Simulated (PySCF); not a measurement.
H₃GaOS₂ (SMILES [OH][Ga]([SH])[SH]), singlet, at a GFN2-xTB geometry (such geometries of metal compounds can be far from the true shape), with bond 3-2 at 1.8 times its length; CASSCF(6,5)/6-31G run with PySCF.

Input for PySCF:
```python
from pyscf import gto, scf, mcscf, mp
import numpy

mol = gto.Mole()
mol.atom = '''
    Ga    0.210338   -0.126464    0.001862
    O     1.680121   -1.025212    0.050975
    H     2.810209   -1.808120    1.076684
    S    -0.891834    0.331867    1.909305
    H     0.002882   -0.328159    2.634192
    S    -0.406374    0.470261   -2.043042
    H    -1.500965    1.076350   -1.580734
'''
mol.basis = '6-31g'
mol.charge = 0
mol.spin = 0
mol.verbose = 4
mol.build()

mf = scf.RHF(mol)
mf.kernel()
mc = mcscf.CASSCF(mf, 5, 6)
mc.fix_spin_(ss=0.0)
noons, natorbs = mcscf.addons.make_natural_orbitals(mp.MP2(mf).run())
mc.kernel(natorbs)
occ = numpy.linalg.eigvalsh(mc.fcisolver.make_rdm1(mc.ci, mc.ncas, mc.nelecas))[::-1]
ss = mc.fcisolver.spin_square(mc.ci, mc.ncas, mc.nelecas)[0]
print('natural occupations', occ.round(4), ' <S^2>', round(ss, 4))
```

The log (banner, timings and long lists left out):

```
PySCF version 2.14.0

[INPUT] verbose = 4
[INPUT] num. atoms = 7
[INPUT] num. electrons = 74
[INPUT] charge = 0
[INPUT] spin (= nelec alpha-beta = 2S) = 0
[INPUT] symmetry False subgroup None
[INPUT] Mole.unit = angstrom
[INPUT] Symbol           X                Y                Z      unit          X                Y                Z       unit  Magmom
[...]
nuclear repulsion = 428.327259374842
number of shells = 36
number of NR pGTOs = 216
number of NR cGTOs = 68
basis = 6-31g
ecp = {}

******** <class 'pyscf.scf.hf.RHF'> ********
method = RHF
initial guess = minao
damping factor = 0
level_shift factor = 0
DIIS = <class 'pyscf.scf.diis.CDIIS'>
diis_start_cycle = 1
diis_space = 8
diis_damp = 0
SCF conv_tol = 1e-09
SCF conv_tol_grad = None
SCF max_cycles = 50
direct_scf = True
direct_scf_tol = 1e-13
Set gradient conv threshold to 3.16228e-05
Initial guess from minao.
init E= -2793.81346607436
[...]
cycle= 1 E= -2794.22565709639  delta_E= -0.412  |g|= 0.731  |ddm|= 2.67
[...]
cycle= 2 E= -2794.26144951539  delta_E= -0.0358  |g|= 0.773  |ddm|= 1.27
[...]
cycle= 3 E= -2794.3848159182  delta_E= -0.123  |g|= 0.0573  |ddm|= 0.599
[...]
cycle= 4 E= -2794.38728218712  delta_E= -0.00247  |g|= 0.0292  |ddm|= 0.133
[...]
cycle= 5 E= -2794.38777770579  delta_E= -0.000496  |g|= 0.01  |ddm|= 0.0595
[...]
cycle= 6 E= -2794.38785471026  delta_E= -7.7e-05  |g|= 0.00376  |ddm|= 0.0238
[...]
cycle= 7 E= -2794.38786497408  delta_E= -1.03e-05  |g|= 0.00169  |ddm|= 0.00778
[...]
cycle= 8 E= -2794.38786888436  delta_E= -3.91e-06  |g|= 0.000826  |ddm|= 0.00518
[...]
cycle= 9 E= -2794.38787059894  delta_E= -1.71e-06  |g|= 0.000322  |ddm|= 0.00403
[...]
cycle= 10 E= -2794.38787089668  delta_E= -2.98e-07  |g|= 6.34e-05  |ddm|= 0.00214
[...]
cycle= 11 E= -2794.38787090472  delta_E= -8.04e-09  |g|= 1.58e-05  |ddm|= 0.00035
[...]
cycle= 12 E= -2794.38787090504  delta_E= -3.15e-10  |g|= 5.82e-06  |ddm|= 6.52e-05
[...]
Extra cycle  E= -2794.38787090505  delta_E= -1.5e-11  |g|= 3.29e-06  |ddm|= 1.43e-05
converged SCF energy = -2794.38787090505

******** <class 'pyscf.mp.mp2.RMP2'> ********
nocc = 37, nmo = 68
E(RMP2) = -2794.89580797932  E_corr = -0.507937074270387
E(SCS-RMP2) = -2794.87349310502  E_corr = -0.485622199964688
E_corr(same-spin) = -0.142964179799742
E_corr(oppo-spin) = -0.364972894470645

******** <class 'pyscf.mcscf.mc1step.CASSCF'> ********
CAS (3e+3e, 5o), ncore = 34, nvir = 29
max_cycle_macro = 50
max_cycle_micro = 4
conv_tol = 1e-07
conv_tol_grad = None
[...]
CASCI E = -2794.46085074146  S^2 = 0.0000000
[...]
macro iter  40 ( 21 JK    4 micro), CASSCF E = -2794.47868480510  dE =  1.52817847e-07  S^2 = 0.0000000
               |grad[o]|=0.00188  |grad[c]|=0.00294  |ddm|=0.001  |maxRot[o]|=0.00116
macro iter  41 ( 21 JK    4 micro), CASSCF E = -2794.47869902564  dE = -1.42205317e-05  S^2 = 0.0000000
               |grad[o]|=0.00188  |grad[c]|=0.000504  |ddm|=0.000287  |maxRot[o]|=0.0323
macro iter  42 ( 21 JK    4 micro), CASSCF E = -2794.47870004561  dE = -1.01997011e-06  S^2 = 0.0000000
               |grad[o]|=0.00184  |grad[c]|=0.00152  |ddm|=0.000701  |maxRot[o]|=0.0014
macro iter  43 ( 21 JK    4 micro), CASSCF E = -2794.47869974615  dE =  2.99455223e-07  S^2 = 0.0000000
               |grad[o]|=0.00176  |grad[c]|=0.003  |ddm|=0.00102  |maxRot[o]|=0.0011
macro iter  44 ( 21 JK    4 micro), CASSCF E = -2794.47871610336  dE = -1.63572104e-05  S^2 = 0.0000000
               |grad[o]|=0.00176  |grad[c]|=0.000502  |ddm|=0.000274  |maxRot[o]|=0.0322
macro iter  45 ( 21 JK    4 micro), CASSCF E = -2794.47871705096  dE = -9.47600711e-07  S^2 = 0.0000000
               |grad[o]|=0.00172  |grad[c]|=0.00155  |ddm|=0.000673  |maxRot[o]|=0.0016
macro iter  46 ( 21 JK    4 micro), CASSCF E = -2794.47871659383  dE =  4.57137048e-07  S^2 = 0.0000000
               |grad[o]|=0.00165  |grad[c]|=0.00308  |ddm|=0.00103  |maxRot[o]|=0.00121
macro iter  47 ( 21 JK    4 micro), CASSCF E = -2794.47873509730  dE = -1.85034719e-05  S^2 = 0.0000000
               |grad[o]|=0.00166  |grad[c]|=0.000496  |ddm|=0.000314  |maxRot[o]|=0.0321
macro iter  48 ( 21 JK    4 micro), CASSCF E = -2794.47873599325  dE = -8.95952780e-07  S^2 = 0.0000000
               |grad[o]|=0.00162  |grad[c]|=0.00158  |ddm|=0.000619  |maxRot[o]|=0.00176
macro iter  49 ( 21 JK    4 micro), CASSCF E = -2794.47873537329  dE =  6.19958882e-07  S^2 = 0.0000000
               |grad[o]|=0.00155  |grad[c]|=0.00317  |ddm|=0.00104  |maxRot[o]|=0.00142
macro iter  50 ( 23 JK    4 micro), CASSCF E = -2794.47876132745  dE = -2.59541616e-05  S^2 = 0.0000000
               |grad[o]|=0.00156  |grad[c]|=0.000589  |ddm|=0.000384  |maxRot[o]|=0.0402
1-step CASSCF not converged,  50 macro (1052 JK 200 micro) steps
CASSCF canonicalization
Density matrix diagonal elements [1.99906692 1.96122159 1.79801289 0.21650242 0.02519618]
CASSCF energy = -2794.47876132745
CASCI E = -2794.47876132745  E(CI) = -11.7192593901386  S^2 = 0.0000000
natural occupations [1.9991 1.976  1.7972 0.2038 0.0238]  <S^2> 0.0
```

The run did not converge; its last values are not results.
